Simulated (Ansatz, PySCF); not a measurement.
CH₁₀O₂Si₃, SMILES O([Si@H](C)O)[SiH2][SiH3].

Geometry optimised at B3LYP-D3(BJ)/def2-SVP. The structure was generated by enumeration; whether it is a known compound was not checked. One conformer was computed; it need not be the lowest.

Vertical ionisation energy (IE) and electron affinity (EA) in eV. Rows of orbital energies are one-electron estimates. Where ΔSCF, EOM or ADC give a negative EA the extra electron is unbound and the value depends on the basis.

```json
[
 {"level": "−ε(HOMO), −ε(LUMO), PBE0/def2-TZVP (PySCF)", "IE": "[?]", "EA": "[?]"},
 {"level": "−ε(HOMO), −ε(LUMO), PBE/def2-TZVP (PySCF)", "IE": "6.68", "EA": "1.06"},
 {"level": "ΔSCF, CAM-B3LYP/def2-SVPD (Ansatz), final states of multiplicity 2 and 2", "IE": "9.94", "EA": "-1.28"},
 {"level": "ΔSCF, PBE/def2-SVPD (Ansatz), final states of multiplicity 2 and 2", "IE": "9.31", "EA": "-0.87"}
]
```

Q: What belongs in the gaps? (The exact figures need the calculation; the answer reports its results.)

A: 
- −ε(HOMO), −ε(LUMO), PBE0/def2-TZVP (PySCF), IE: 7.87
- −ε(HOMO), −ε(LUMO), PBE0/def2-TZVP (PySCF), EA: 0.19

Q: What vertical singlet–triplet gap does ΔSCF give with CAM-B3LYP/def2-SVPD (Ansatz, an electronic-structure program) and with PBE/def2-SVPD (Ansatz)? (An estimate is asked for; the answer gives what the named calculation found.)

A: 5.99 and 5.36 eV (triplet above singlet where positive).
